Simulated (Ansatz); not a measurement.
C$_{2}$H$_{10}$GeN$_{2}$ (`C[NH][GeH2][NH]C`), charge 0, multiplicity 1.

Give a relaxed structure at PBE0-D4/def2-TZVP (Ansatz). (Best estimate.)

Computed: 
```xyz
15

C    -1.253    1.109    1.360
N    -1.278    0.696   -0.028
Ge   -0.680   -0.970   -0.491
N     1.105   -0.942   -0.097
C     1.990   -0.059   -0.828
H    -2.052    0.672    1.977
H    -1.327    2.198    1.438
H    -0.298    0.818    1.803
H    -2.114    0.988   -0.511
H    -1.036   -1.118   -1.990
H    -1.253   -2.144    0.337
H     1.509   -1.851    0.074
H     2.240   -0.405   -1.842
H     1.519    0.923   -0.921
H     2.928    0.084   -0.282
```
Point group C2.
This is one stationary point; other conformers may exist.
